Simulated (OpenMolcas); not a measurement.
# F⁺: effect of the IPEA shift

| Quantity | Value |
| --- | --- |
| Program | OpenMolcas |
| Basis | ANO-RCC-VTZP [4s3p2d1f] |
| Scalar Hamiltonian | DKH2, point nucleus |
| Active space | 6 electrons in 4 orbitals (2s 2p) |
| State averaging | 2S+1 = 3 even, 3 roots; 2S+1 = 1 even, 6 roots; 2S+1 = 3 odd, 3 roots; 2S+1 = 1 odd, 3 roots |
| Spin-orbit coupling | state interaction with AMFI integrals over the reference wave functions, term energies averaged over their components |

Methods on the same reference wave functions:
A. CASSCF
B. SS-CASPT2, IPEA 0 Eh, imaginary shift 0.1 Eh (closed shells correlated: 1s)
C. SS-CASPT2, IPEA 0.25 Eh, imaginary shift 0.1 Eh (closed shells correlated: 1s)

Energies in cm⁻¹ above 2s² 2p⁴ ³P₂, the measured ground level; measured values from NIST Handbook of Basic Atomic Spectroscopic Data.

```
      Level       A       B       C  Measured
2s² 2p⁴ ³P₂     0.0     0.0     0.0       0.0
2s² 2p⁴ ³P₁     323     323     323       341
2s² 2p⁴ ³P₀     479     479     479       490
2s² 2p⁴ ¹D₂   22726   21270   21040     20873
2s² 2p⁴ ¹S₀   42239   44950   44660     44918
2s 2p⁵ ³P°₂  175858  166660  167070    164798
2s 2p⁵ ³P°₁  176172  166970  167380    165107
2s 2p⁵ ³P°₀  176329  167130  167540    165279
2s 2p⁵ ¹P°₁  259623  241230  241580
```

Deviations, from unrounded energies. A percentage is the sum of absolute deviations over the sum of measured energies, with the sign that they share, or ± where signs differ.

```tsv
Against measurement	Levels	A	B	C
mean absolute deviation (cm-1)	7	5400	860	1000
fine structure of the ground term (%)	2	-3.5	-3.5	-3.5
other terms of the ground configuration (%)	2	±6.9	+0.6	±0.6
other configurations (%)	3	+6.7	+1.1	+1.4
```

B lies closest to measurement on these levels and A furthest from it. The largest miss of B in the table is 2s 2p⁵ ³P°₁, by +1900 cm-1. The ranking rests on the paired levels alone, and a cruder setting can come out closer through cancelling errors.

Between B and C the level of the table that moves most is 2s 2p⁵ ³P°₂, by 410 cm-1 (lowest in B, highest in C). Moves below CASPT2's spread within the term are not significant.

From A to B the spin-free energies of the other terms of 2s² 2p⁴ shown, above ³P, scale by factors of 0.94 to 1.06.

The lowest spin-free term lies below A's lowest term by 0.162 hartree in B, 0.158 hartree in C.

CASPT2 does not keep the components of a term degenerate, so their means are used; among the terms shown or strongly mixed into the levels shown the widest spread is 77 cm-1 (2s² 2p⁴ ¹D, C). Without dynamic correlation excited terms often stand tens of per cent too high (terms of higher spin than the ground term too low), and those without a measured partner can miss by more than the paired ones (holds for A). Computed and measured levels are paired by configuration, term and J; levels that our copy of the source lacks, or whose pairing is in doubt (as where it misses far off the trend of its configuration), stay unpaired and out of the deviations. Only configurations of the active space appear.

° marks odd parity.
